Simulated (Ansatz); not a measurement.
Mulliken charges of `F[SiH](Cl)[NH][GeH3]` from r2SCAN/def2-TZVPP in Ansatz (PBE0-D4/def2-TZVP geometry).

```
atom   x (Å)   y (Å)   z (Å)  charge (e)
  F1  -2.166   0.767   1.174      -0.307
 Si2  -0.661   0.276   1.352       0.725
 Cl3  -0.664  -0.893   3.027      -0.249
  N4  -0.087  -0.620   0.043      -0.448
 Ge5   0.725   0.030  -1.486       0.247
  H6   0.154   1.485   1.552      -0.086
  H7  -0.298  -1.608   0.031       0.144
  H8   0.985   1.518  -1.223       0.006
  H9  -0.203  -0.160  -2.696      -0.016
 H10   2.039  -0.734  -1.710      -0.016
```

By hand: the dipole of these point charges (1 e Å = 4.8032 D).

Σ q r = (0.490, 0.136, -0.586) e Å, of length 0.776 e Å = 3.73 D.

How does the dipole of the full density compare? (Best estimate.)

Ansatz gave: (0.297, -0.120, -0.414) e Å, 2.51 D; the point charges give 1.49 times that, at 24° from its direction.

Point charges leave out the atoms' own dipoles, such as those of lone pairs, and Mulliken's split depends on the basis, so the two needn't agree.
